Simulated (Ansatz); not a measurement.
Isolated molecules relaxed with PBE0-D4/def2-TZVP in Ansatz; ΔE leaves out vibrations. CCSD(T)/CBS adds triple-zeta CCSD(T) − MP2 to the extrapolated MP2 energy (def2 sets, frozen cores). This one scheme is used for every species. def2 core potentials past Kr. For Te outer-core shells are correlated without core-valence functions, which leaves a few kJ/mol of doubt a bond. One conformer a species, not always the lowest.

Consider the formal exchange of groups at the Si–Te bond: `O[Si](O)(S)[TeH]` + `C=C` → `C=C[Si](O)(O)S` + H₂Te.

`O[Si](O)(S)[TeH]`:

Z-matrix (Å, degrees):
```
Si
O 1 1.636
S 1 2.129 2 110.2
O 1 1.639 2 114.9 3 -116.6
Te 1 2.485 2 100.2 3 123.4
H 2 0.960 1 116.7 3 40.3
H 3 1.344 1 92.2 2 -131.5
H 4 0.960 1 115.6 2 -75.4
H 5 1.658 1 90.6 2 -179.6
```

`C=C`:

Cartesian coordinates in Å:
```
C 0.532 -0.268 0.289
C -0.532 0.268 -0.289
H 0.504 -1.261 0.723
H 1.474 0.265 0.351
H -0.504 1.261 -0.723
H -1.474 -0.265 -0.351
```

`C=C[Si](O)(O)S`:

Cartesian coordinates in Å:
```
C 0.269 2.019 -0.649
C -0.342 0.845 -0.789
Si 0.040 -0.629 0.254
O 1.177 -0.117 1.316
O -1.318 -1.228 0.962
S 0.800 -2.297 -0.843
H 1.040 2.168 0.101
H 0.029 2.873 -1.276
H -1.102 0.742 -1.561
H 1.643 -0.798 1.804
H -1.896 -0.586 1.378
H -0.340 -2.992 -0.697
```

H₂Te:

```xyz
3

Te   -0.123    0.062   -0.765
H     0.096    1.140    0.473
H     0.027   -1.203    0.293
```

```
         level  ΔE (kcal/mol)
MP2/def2-TZVPP           12.4
 MP2/CBS(def2)           14.6
```

(1) What does CCSD(T)/CBS give? (Best estimate.)

Largest T1 diagnostic among the species: 0.012.

## Answers

(1) Ansatz gave: +12.6 kcal/mol. The listed levels differ from it by -0.2, 2.0 kcal/mol.
